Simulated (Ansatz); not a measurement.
`[NH2][Sn]([F])([F])[Cl]` + HBr → `[F][Sn]([F])([Cl])[Br]` + NH₃ at 700 K and 1 bar (ligand exchange at the Sn–N bond).

Isolated molecules relaxed with PBE0-D4/def2-TZVP in Ansatz; ΔE leaves out vibrations. CCSD(T)/CBS is the MP2 limit (def2-TZVPP, def2-QZVPP) plus CCSD(T) − MP2 in def2-TZVPP, frozen cores. This one scheme is used for every species. Elements past krypton have def2 core potentials. For Br, Sn outer-core shells are correlated without core-valence functions, which leaves a few kJ/mol of doubt a bond. Scalar relativity is left out up to krypton. Each species was taken in one conformer, which may not be the lowest.

```tsv
species	CCSD(T)/CBS energy (Eh)	H − E (kJ/mol)	S (J/(mol·K))
`[NH2][Sn]([F])([F])[Cl]`	-929.42065	151.6	481.2
HBr	-2573.91920	36.5	223.7
`[F][Sn]([F])([Cl])[Br]`	-3446.86348	78.1	464.2
NH₃	-56.50880	116.9	226.5
```

H − E and S are ideal-gas, rigid-rotor, harmonic terms from PBE0-D4/def2-TZVP, for one conformer and one mirror image of each species. 1 Eh = 2625.50 kJ/mol, R = 8.31446 J/(mol·K).

**Question.** By hand: ΔE, ΔH, ΔS and ΔG.

**Answer.** ΔE = (-3446.86348) + (-56.50880) − (-929.42065) − (-2573.91920) = -0.03243 Eh = -85.1 kJ/mol. Δ(H − E) = 78.1 + 116.9 − 151.6 − 36.5 = 6.9, so ΔH = -78.2 kJ/mol. ΔS = 464.2 + 226.5 − 481.2 − 223.7 = -14.2 J/(mol·K). ΔG = -78.2 − 700 × (-14.2)/1000 = -68.3 kJ/mol.

**Question.** By hand: the equilibrium constant, and the temperature at which ΔG would vanish if ΔH and ΔS stayed fixed.

**Answer.** log₁₀ K = −ΔG/(RT ln 10) = 5.1. ΔG = 0 at ΔH/ΔS = 5507 K, far beyond where these terms or the molecules hold.

The number of gas molecules stays the same, so ΔS is small and ΔH decides. A doubt of 5 kJ/mol in ΔE shifts log₁₀ K by 0.4 here. Other conformers and mirror images would add mixing entropy, several J/(mol·K) or more a flexible species. Modes under 60 cm⁻¹, often nearly free rotors, make the harmonic entropy too high. These are equilibria of isolated gas molecules and say nothing of rates. Largest T1 diagnostic: 0.013 (customary marks: 0.02 for closed shells, 0.045 for open ones).
